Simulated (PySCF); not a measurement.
CH3O2 (SMILES OC=[OH+]), charge +1, singlet, at a GFN2-xTB geometry, with bond 4-1 at 1.8 times its length; PBE/STO-3G run with PySCF.

Here is a job for PySCF.
```python
from pyscf import gto, scf, dft

mol = gto.Mole()
mol.atom = '''
    O    -1.05434669   -0.40745506   -0.12561844
    C    -0.10444344    0.40406092   -0.04683357
    O     1.11194808    0.18461227    0.15144752
    H    -0.80456845   -2.15249813    0.04664314
    H    -0.37817902    1.46306326   -0.16957957
    H     1.45960960   -0.72776304    0.27386588
'''
mol.basis = 'sto-3g'
mol.charge = 1
mol.verbose = 4
mol.build()

mf = dft.RKS(mol)
mf.xc = 'pbe'
mf.kernel()
mo_i, mo_e, stable_i, stable_e = mf.stability(internal=True, external=True, return_status=True, nroots=6, tol=1e-6)
print('internally stable:', stable_i, ' externally stable:', stable_e)
if not stable_e:
    umf = mf.to_uhf() if not hasattr(mf, 'xc') else mf.to_uks()
    umf.scf_summary = {}
    umf.kernel(umf.make_rdm1(mo_e, umf.mo_occ))
mf.analyze()
```

Question: Predict the main parts of the log of this PySCF run.

Answer: 
```
PySCF version 2.14.0

[INPUT] verbose = 4
[INPUT] num. atoms = 6
[INPUT] num. electrons = 24
[INPUT] charge = 1
[INPUT] spin (= nelec alpha-beta = 2S) = 0
[INPUT] symmetry False subgroup None
[INPUT] Mole.unit = angstrom
[INPUT] Symbol           X                Y                Z      unit          X                Y                Z       unit  Magmom
[INPUT]  1 O     -1.054346690000  -0.407455060000  -0.125618440000 AA   -1.992426484442  -0.769978471468  -0.237384447795 Bohr   0.0
[INPUT]  2 C     -0.104443440000   0.404060920000  -0.046833570000 AA   -0.197369497107   0.763564476440  -0.088502620736 Bohr   0.0
[INPUT]  3 O      1.111948080000   0.184612270000   0.151447520000 AA    2.101277335936   0.348866629534   0.286194335045 Bohr   0.0
[INPUT]  4 H     -0.804568450000  -2.152498130000   0.046643140000 AA   -1.520414018966  -4.067631949338   0.088142760190 Bohr   0.0
[INPUT]  5 H     -0.378179020000   1.463063260000  -0.169579570000 AA   -0.714654773856   2.764788864313  -0.320458943622 Bohr   0.0
[INPUT]  6 H      1.459609600000  -0.727763040000   0.273865880000 AA    2.758262392786  -1.375272829181   0.517531508063 Bohr   0.0

nuclear repulsion = 75.7757414773097
number of shells = 12
number of NR pGTOs = 54
number of NR cGTOs = 18
basis = sto-3g
ecp = {}

******** <class 'pyscf.dft.rks.RKS'> ********
method = RKS
initial guess = minao
damping factor = 0
level_shift factor = 0
DIIS = <class 'pyscf.scf.diis.CDIIS'>
diis_start_cycle = 1
diis_space = 8
diis_damp = 0
SCF conv_tol = 1e-09
SCF conv_tol_grad = None
SCF max_cycles = 50
direct_scf = True
direct_scf_tol = 1e-13
XC library pyscf.dft.libxc version 7.1.2
    S. Lehtola, C. Steigemann, M. J. T. Oliveira, and M. A. L. Marques,  SoftwareX 7, 1–5 (2018)
XC functionals = pbe
    J. P. Perdew, K. Burke, and M. Ernzerhof,  Phys. Rev. Lett. 77, 3865 (1996)
    J. P. Perdew, K. Burke, and M. Ernzerhof,  Phys. Rev. Lett. 78, 1396 (1997)
    J. P. Perdew, K. Burke, and M. Ernzerhof,  Phys. Rev. Lett. 77, 3865 (1996)
    J. P. Perdew, K. Burke, and M. Ernzerhof,  Phys. Rev. Lett. 78, 1396 (1997)
radial grids:
    Treutler-Ahlrichs [JCP 102, 346 (1995); DOI:10.1063/1.469408] (M4) radial grids

becke partition: Becke, JCP 88, 2547 (1988); DOI:10.1063/1.454033
pruning grids: <function nwchem_prune>
grids dens level: 3
symmetrized grids: False
atomic radii adjust function: <function treutler_atomic_radii_adjust>
small_rho_cutoff = 0
Set gradient conv threshold to 3.16228e-05
Initial guess from minao.
tot grids = 71712
init E= -187.97081226961
cycle= 1 E= -187.001755864074  delta_E= 0.969  |g|= 0.697  |ddm|=  3.1
cycle= 2 E= -185.621379821869  delta_E= 1.38  |g|= 1.82  |ddm|= 3.32
cycle= 3 E= -186.873440036641  delta_E= -1.25  |g|= 0.99  |ddm|= 3.28
cycle= 4 E= -187.170746125833  delta_E= -0.297  |g|= 0.137  |ddm|= 1.03
cycle= 5 E= -187.146958428446  delta_E= 0.0238  |g|= 0.248  |ddm|= 0.733
cycle= 6 E= -187.180582724979  delta_E= -0.0336  |g|= 0.018  |ddm|= 0.509
cycle= 7 E= -187.180755406857  delta_E= -0.000173  |g|= 0.00492  |ddm|= 0.0426
cycle= 8 E= -187.18076597826  delta_E= -1.06e-05  |g|= 0.00119  |ddm|= 0.00634
cycle= 9 E= -187.180766584006  delta_E= -6.06e-07  |g|= 0.000354  |ddm|= 0.00139
cycle= 10 E= -187.180766635021  delta_E= -5.1e-08  |g|= 0.000128  |ddm|= 0.0004
cycle= 11 E= -187.180766642412  delta_E= -7.39e-09  |g|= 4.72e-06  |ddm|= 0.000196
cycle= 12 E= -187.180766642428  delta_E= -1.6e-11  |g|= 1.92e-07  |ddm|= 1.11e-05
Extra cycle  E= -187.180766642428  delta_E= 3.41e-13  |g|= 9.78e-07  |ddm|= 1.61e-06
converged SCF energy = -187.180766642428
rhf_internal: lowest eigs of H = [0.49206468 0.52761498 1.05020943 1.09285295 1.1765562  1.2922084 ]
<class 'pyscf.dft.rks.RKS'> wavefunction is stable in the internal stability analysis

WARN: QR decomposition removed 1 vectors.

WARN: QR decomposition removed 1 vectors.

WARN: QR decomposition removed 1 vectors.

WARN: QR decomposition removed 1 vectors.

rhf_real2complex: lowest eigs of H = [0.1053731  0.10779025 0.1534325  0.24207919 0.24396529 0.25776009]
<class 'pyscf.dft.rks.RKS'> wavefunction is stable in the real -> complex stability analysis
rhf_external: lowest eigs of H = [-0.01289355  0.08781683  0.11893055  0.1754626   0.21507696  0.24947148]
<class 'pyscf.dft.rks.RKS'> wavefunction has an RHF/RKS -> UHF/UKS instability
internally stable: True  externally stable: False

******** <class 'pyscf.dft.uks.UKS'> ********
method = UKS
initial guess = minao
damping factor = 0
level_shift factor = 0
DIIS = <class 'pyscf.scf.diis.CDIIS'>
diis_start_cycle = 1
diis_space = 8
diis_damp = 0
SCF conv_tol = 1e-09
SCF conv_tol_grad = None
SCF max_cycles = 50
direct_scf = True
direct_scf_tol = 1e-13
number electrons alpha = 12  beta = 12
XC library pyscf.dft.libxc version 7.1.2
    S. Lehtola, C. Steigemann, M. J. T. Oliveira, and M. A. L. Marques,  SoftwareX 7, 1–5 (2018)
XC functionals = pbe
    J. P. Perdew, K. Burke, and M. Ernzerhof,  Phys. Rev. Lett. 77, 3865 (1996)
    J. P. Perdew, K. Burke, and M. Ernzerhof,  Phys. Rev. Lett. 78, 1396 (1997)
    J. P. Perdew, K. Burke, and M. Ernzerhof,  Phys. Rev. Lett. 77, 3865 (1996)
    J. P. Perdew, K. Burke, and M. Ernzerhof,  Phys. Rev. Lett. 78, 1396 (1997)
radial grids:
    Treutler-Ahlrichs [JCP 102, 346 (1995); DOI:10.1063/1.469408] (M4) radial grids

becke partition: Becke, JCP 88, 2547 (1988); DOI:10.1063/1.454033
pruning grids: <function nwchem_prune>
grids dens level: 3
symmetrized grids: False
atomic radii adjust function: <function treutler_atomic_radii_adjust>
small_rho_cutoff = 0
Set gradient conv threshold to 3.16228e-05
init E= -186.938763611277
cycle= 1 E= -186.622827007798  delta_E= 0.316  |g|= 0.736  |ddm|= 1.85
cycle= 2 E= -178.94381188426  delta_E= 7.68  |g|=  2.4  |ddm|= 4.85
cycle= 3 E= -187.145125111086  delta_E= -8.2  |g|= 0.186  |ddm|= 4.46
cycle= 4 E= -187.120162742146  delta_E= 0.025  |g|= 0.192  |ddm|= 0.831
cycle= 5 E= -187.170584086677  delta_E= -0.0504  |g|= 0.108  |ddm|= 0.651
cycle= 6 E= -187.177200700255  delta_E= -0.00662  |g|= 0.0674  |ddm|= 0.0873
cycle= 7 E= -187.176545646482  delta_E= 0.000655  |g|= 0.0691  |ddm|= 0.0448
cycle= 8 E= -187.180090526464  delta_E= -0.00354  |g|= 0.0293  |ddm|= 0.0683
cycle= 9 E= -187.180818906269  delta_E= -0.000728  |g|= 0.00523  |ddm|= 0.0424
cycle= 10 E= -187.180853910991  delta_E= -3.5e-05  |g|= 0.00124  |ddm|= 0.0149
cycle= 11 E= -187.180857979721  delta_E= -4.07e-06  |g|= 0.00131  |ddm|= 0.00314
cycle= 12 E= -187.18082830098  delta_E= 2.97e-05  |g|= 0.00211  |ddm|= 0.0221
cycle= 13 E= -187.180727654611  delta_E= 0.000101  |g|= 0.00633  |ddm|= 0.13
cycle= 14 E= -187.180763328121  delta_E= -3.57e-05  |g|= 0.00205  |ddm|= 0.00932
cycle= 15 E= -187.18076661016  delta_E= -3.28e-06  |g|= 0.000175  |ddm|= 0.0148
cycle= 16 E= -187.180766641948  delta_E= -3.18e-08  |g|= 3.52e-05  |ddm|= 0.000477
cycle= 17 E= -187.180766642294  delta_E= -3.46e-10  |g|= 1.15e-05  |ddm|= 0.0004
Extra cycle  E= -187.180766639172  delta_E= 3.12e-09  |g|= 6.22e-05  |ddm|= 0.000116
converged SCF energy = -187.180766639172  <S^2> = 1.0443166e-09  2S+1 = 1
**** SCF Summaries ****
Total Energy =                        -187.180766642427670
Nuclear Repulsion Energy =              75.775741477309666
One-electron Energy =                 -399.347904069237302
Two-electron Energy =                  136.391395949499980
Two-electron Coulomb Energy =          159.379944472476154
DFT Exchange-Correlation Energy =      -22.988548522976181
**** MO energy ****
MO #1   energy= -18.9559195902398  occ= 2
MO #2   energy= -18.9456805092936  occ= 2
MO #3   energy= -10.1819069421745  occ= 2
MO #4   energy= -1.31630713896049  occ= 2
MO #5   energy= -1.22566557697925  occ= 2
MO #6   energy= -0.871721643164172 occ= 2
MO #7   energy= -0.740744183389324 occ= 2
MO #8   energy= -0.667716454780875 occ= 2
MO #9   energy= -0.644123362453073 occ= 2
MO #10  energy= -0.539371326145692 occ= 2
MO #11  energy= -0.493726204855718 occ= 2
MO #12  energy= -0.491849652131665 occ= 2
MO #13  energy= -0.385940300295575 occ= 0
MO #14  energy= -0.249769899821393 occ= 0
MO #15  energy= -0.0627573311889504 occ= 0
MO #16  energy= 0.0673346018773819 occ= 0
MO #17  energy= 0.121587856537455  occ= 0
MO #18  energy= 0.262242033058652  occ= 0
 ** Mulliken pop on meta-lowdin orthogonal AOs  **
 ** Mulliken pop  **
pop of  0 O 1s            1.99988
pop of  0 O 2s            1.78484
pop of  0 O 2px           1.45054
pop of  0 O 2py           1.21439
pop of  0 O 2pz           1.48664
pop of  1 C 1s            1.99973
pop of  1 C 2s            1.03183
pop of  1 C 2px           0.82898
pop of  1 C 2py           1.02721
pop of  1 C 2pz           0.93415
pop of  2 O 1s            1.99981
pop of  2 O 2s            1.61043
pop of  2 O 2px           1.35412
pop of  2 O 2py           1.44753
pop of  2 O 2pz           1.56635
pop of  3 H 1s            0.69341
pop of  4 H 1s            0.83810
pop of  5 H 1s            0.73206
 ** Mulliken atomic charges  **
charge of    0O =      0.06371
charge of    1C =      0.17811
charge of    2O =      0.02176
charge of    3H =      0.30659
charge of    4H =      0.16190
charge of    5H =      0.26794

WARN: System has nonzero charge 1; the dipole moment is origin-dependent.
Location of origin: [0. 0. 0.]

Dipole moment(X, Y, Z, Debye):  0.35581, -3.47488,  0.32192
```
